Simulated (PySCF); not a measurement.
Input and output of a scripted DFT run

The script drives PySCF SCF with an in-house response code with single-precision fitted integrals, so total energies wander by about 1e-6 Eh between cycles (the fitting error itself is about 1e-3 Eh and cancels in differences); atoms count from 0. Kgrid is the grid level of the response kernel; vcut the energy (Eh) above which virtual orbitals leave the response; delta the states run by ΔSCF (the anion only where the lumo is low enough to bind); pop asks for populations, which are stored and not printed; grid is the SCF grid level (2 if not given).

Job and coordinates (Å):

```
{"job": {"kind": "uv", "basis": "6-31G*", "grid": 1, "kgrid": 0, "vcut": 1.5, "nstates": 5, "ntriplets": 0, "tda": true, "delta": [], "pop": false, "xc": "PBE", "pol": false}, "charge": 0, "multiplicity": 1}
C     -2.759800    -0.275400    -0.948500
Si    -1.693000    -1.409800     0.225500
C     -2.523500    -1.788600     1.872700
C     -1.726900    -3.164100    -0.562700
C      0.147500    -0.698700     0.278400
C      1.159400    -1.611600     0.147100
C      2.510800    -1.243100    -0.013800
C      2.849800     0.119500     0.037300
C      1.788500     1.012800     0.305300
C      0.460100     0.645900     0.475500
Si    -0.769500     2.119700     0.756200
C      0.169900     3.406200     1.790900
C     -2.433200     1.882300     1.649200
C     -0.887300     2.984800    -0.980900
C      4.138700     0.707300    -0.242700
O      4.409600     1.874200    -0.462300
C      5.220900    -0.331700    -0.479200
C      4.919500    -1.658400    -0.556000
C      3.555000    -2.212000    -0.342200
O      3.345200    -3.419000    -0.507300
H     -3.761400    -0.583800    -0.662500
H     -2.541800    -0.474000    -1.998200
H     -2.628400     0.755600    -0.667400
H     -2.250500    -1.298000     2.820700
H     -3.573700    -1.798200     1.796200
H     -2.228800    -2.827200     2.086400
H     -1.274600    -3.045700    -1.577600
H     -1.089400    -3.865300    -0.017000
H     -2.781500    -3.498100    -0.616500
H      0.964900    -2.628500     0.049800
H      2.071400     2.031400     0.390500
H      1.106000     3.748400     1.408000
H     -0.427200     4.274600     1.896800
H      0.334200     3.048200     2.811300
H     -2.758400     2.797500     2.069200
H     -2.358300     1.196700     2.474600
H     -3.206800     1.550700     1.023700
H      0.137100     3.065200    -1.326800
H     -1.441500     2.442500    -1.713200
H     -1.234300     4.016200    -0.964100
H      6.257000    -0.005900    -0.624900
H      5.638900    -2.416000    -0.837000
```

Command:

```bash
OMP_NUM_THREADS=1 python large_run.py task.json out
```

Question: What does the program print?

Answer: 
```
start: PBE on a coarse grid of 34350 points
cycle   1  E = -1350.7518250980  dE =  2.435e+00  |g| = 1.552e+00  |ddm| = 6.582e+00
cycle   2  E = -1346.4469057487  dE =  4.305e+00  |g| = 4.011e+00  |ddm| = 6.505e+00
cycle   3  E = -1350.5508938185  dE = -4.104e+00  |g| = 1.636e+00  |ddm| = 5.805e+00
cycle   4  E = -1351.2724959798  dE = -7.216e-01  |g| = 3.987e-01  |ddm| = 1.694e+00
cycle   5  E = -1351.1772611364  dE =  9.523e-02  |g| = 6.605e-01  |ddm| = 1.055e+00
cycle   6  E = -1351.3081098597  dE = -1.308e-01  |g| = 1.651e-01  |ddm| = 8.250e-01
cycle   7  E = -1351.3134635011  dE = -5.354e-03  |g| = 7.427e-02  |ddm| = 2.242e-01
cycle   8  E = -1351.3142202800  dE = -7.568e-04  |g| = 3.772e-02  |ddm| = 9.569e-02
cycle   9  E = -1351.3145784559  dE = -3.582e-04  |g| = 6.406e-03  |ddm| = 4.352e-02
final grid: 145884 points
cycle  10  E = -1351.0616146723  dE =  4.347e-05  |g| = 3.515e-02  |ddm| = 9.419e-02
cycle  11  E = -1351.0600808266  dE =  1.534e-03  |g| = 8.986e-02  |ddm| = 1.259e-01
cycle  12  E = -1351.0618235179  dE = -1.743e-03  |g| = 2.015e-02  |ddm| = 1.061e-01
cycle  13  E = -1351.0619136668  dE = -9.015e-05  |g| = 2.988e-03  |ddm| = 2.094e-02
cycle  14  E = -1351.0619157724  dE = -2.106e-06  |g| = 1.342e-03  |ddm| = 4.823e-03
cycle  15  E = -1351.0619183438  dE = -2.571e-06  |g| = 5.740e-04  |ddm| = 1.840e-03
cycle  16  E = -1351.0619153833  dE =  2.961e-06  |g| = 1.527e-04  |ddm| = 7.106e-04
cycle  17  E = -1351.0619156879  dE = -3.046e-07  |g| = 4.312e-05  |ddm| = 2.098e-04
converged SCF energy = -1351.0619156879

Singlet excitations
state   eV       nm        f      main configurations
  1   1.9880    623.7   0.00024   H->L 1.00
  2   2.2549    549.8   0.00024   H-1->L 0.99
  3   2.8838    429.9   0.03368   H-2->L 0.76, H-3->L 0.12
  4   3.0246    409.9   0.00257   H-4->L 0.88
  5   3.0946    400.6   0.02125   H-5->L 0.63, H-3->L 0.33
```

The run took 44 s of wall time on 1 thread of Arm Neoverse N1 (shared host), peak memory 0.61 GiB.
